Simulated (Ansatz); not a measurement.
Ansatz (a program for electronic structure) input (SVWN5/def2-TZVPD):

Ansatz 0.2 input:
```yaml
crystal:
  periodic: [false, false, false]
  atoms:
    - {symbol: Ge, position_ang: [0.06687803, -0.59132990, -0.00140343]}
    - {symbol: O, position_ang: [1.70323732, -0.62966900, -0.36875830]}
    - {symbol: Cl, position_ang: [-0.84841036, 1.54454633, 0.15527826]}
    - {symbol: H, position_ang: [-0.94737056, -1.17697927, -1.04822927]}
    - {symbol: H, position_ang: [-0.39564896, -1.12039959, 1.40347513]}
basis:
  gaussian:
    orbitals: def2-TZVPD
hamiltonian:
  xc: {name: SVWN5}
total_charge: -1
output: {forces: true}
```

Output:

```
Functional definition: SVWN5
integrals: 0.08 GiB planned
939 factors; their error is unknown
mean field: 0.53 GiB planned
mean field evaluation 1: about -70980.4469 eV, gradient 4.9e1 eV
mean field evaluation 2: about -70914.3100 eV, gradient 1.7e2 eV
mean field evaluation 4: about -70983.7442 eV, gradient 6.9e0 eV
mean field evaluation 8: about -70983.8114 eV, gradient 1.7e-1 eV
mean field evaluation 16: about -70983.8001 eV, gradient 2.1e-4 eV
mean field -70983.80006478 eV, -2608.6065378329 hartree, gradient 4.3e-5 eV, S^2 0.000000; 0 other end points of the search recorded, 0 dependent functions left out
the calculation of the forces begins
reference -70983.80011262 eV, -2608.6065395909 hartree; 30, 30 occupied and 128, 128 virtual orbitals, 939 factors
Total energy: -70983.80011262 eV, -2608.6065395909 hartree
Atom 0 at     0.066878    -0.591330    -0.001403 Å, force     0.071342     0.226230    -0.021275 eV/Å
Atom 1 at     1.703237    -0.629669    -0.368758 Å, force    -0.250860     0.032122     0.055711 eV/Å
Atom 2 at    -0.848410     1.544546     0.155278 Å, force     0.145954    -0.335338    -0.025106 eV/Å
Atom 3 at    -0.947371    -1.176979    -1.048229 Å, force     0.009020     0.037697    -0.039157 eV/Å
Atom 4 at    -0.395649    -1.120400     1.403475 Å, force     0.024544     0.039289     0.029828 eV/Å
Dipole moment:    -0.581183    -0.197162     0.135337 e Å
```

It need not be the lowest isomer of its formula. Whether it binds its extra electron was not tested at this geometry.
